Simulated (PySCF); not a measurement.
SCF from a fresh guess for singlet MoF₅⁺, at the PBE0 minimum. PySCF input:

```python
from pyscf import gto, scf, dft
mol = gto.M(atom='''
Mo    -0.000000     0.000000    -0.000000
F      0.000000     0.000000     1.787806
F     -0.000000    -0.000000    -1.787806
F      1.758525    -0.000007    -0.000000
F     -0.879256     1.522930     0.000000
F     -0.879268    -1.522923     0.000000''',
    basis={'Mo': 'def2-SVP', 'F': 'def2-SVP'},
    ecp={'Mo': 'def2-SVP'},
    charge=1, spin=0)
mf = dft.RKS(mol, xc='PBE0')
mf.grids.atom_grid = (50, 194)
aux = {'Mo': 'def2-universal-JKFIT', 'F': 'def2-universal-JKFIT'}
mf = mf.density_fit(auxbasis=aux)
mf.conv_tol = 1e-08
mf.diis_space = 10
mf.max_cycle = 60
mf.init_guess = 'minao'
mf.verbose = 4
mf.kernel()
```

Excerpt of the output (cycles and frontier levels):

```
init E= -559.162722575617
  HOMO = -0.72986934710019  LUMO = -0.363362441510174  gap/eV = 9.97316
cycle= 1 E= -565.769977390555  delta_E= -6.61  |g|= 1.64  |ddm|= 3.25
  HOMO = -0.640959677800854  LUMO = -0.574431342692373  gap/eV = 1.81033
cycle= 2 E= -559.676802328368  delta_E= 6.09  |g|= 5.63  |ddm|= 4.78
  HOMO = -0.705532401987312  LUMO = -0.457303167775864  gap/eV = 6.75466
cycle= 3 E= -566.266548217242  delta_E= -6.59  |g|= 0.632  |ddm|= 3.92
  HOMO = -0.700002309024512  LUMO = -0.456426635064926  gap/eV = 6.62803
cycle= 4 E= -566.307673745799  delta_E= -0.0411  |g|= 0.419  |ddm|= 0.669
  HOMO = -0.728703114558937  LUMO = -0.468623655754784  gap/eV = 7.07712
cycle= 5 E= -566.337727024066  delta_E= -0.0301  |g|= 0.0593  |ddm|= 0.271
  HOMO = -0.723218642310899  LUMO = -0.457028914575678  gap/eV = 7.24339
cycle= 6 E= -566.338507768645  delta_E= -0.000781  |g|= 0.0145  |ddm|= 0.0473
  HOMO = -0.723969095029169  LUMO = -0.456700675248225  gap/eV = 7.27274
cycle= 7 E= -566.338547329224  delta_E= -3.96e-05  |g|= 0.000977  |ddm|= 0.00917
  HOMO = -0.723931354645829  LUMO = -0.45664606897412  gap/eV = 7.27320
cycle= 8 E= -566.338547498331  delta_E= -1.69e-07  |g|= 0.000194  |ddm|= 0.0006
  HOMO = -0.723918282117219  LUMO = -0.456642917034807  gap/eV = 7.27293
cycle= 9 E= -566.338547503026  delta_E= -4.69e-09  |g|= 0.000128  |ddm|= 0.000182
  HOMO = -0.723922056264794  LUMO = -0.456642464094925  gap/eV = 7.27305
cycle= 10 E= -566.338547505761  delta_E= -2.74e-09  |g|= 3.84e-05  |ddm|= 8.07e-05
  HOMO = -0.723919862901493  LUMO = -0.456651266647992  gap/eV = 7.27275
Extra cycle  E= -566.338547504035  delta_E= 1.73e-09  |g|= 0.000103  |ddm|= 9.16e-05
converged SCF energy = -566.338547504035
```

No lower solution of this spin was found by a stability analysis within the restricted form, which does not test spin polarisation.

Stability towards spin polarisation was not tested.

The search for the lowest solution, with the stability check, took 12 s on 2 threads of a shared Arm Neoverse N1 host, with 101 basis functions; the process peaked at 0.45 GiB. Launch command: `OMP_NUM_THREADS=2 python axn.py task.json out`.
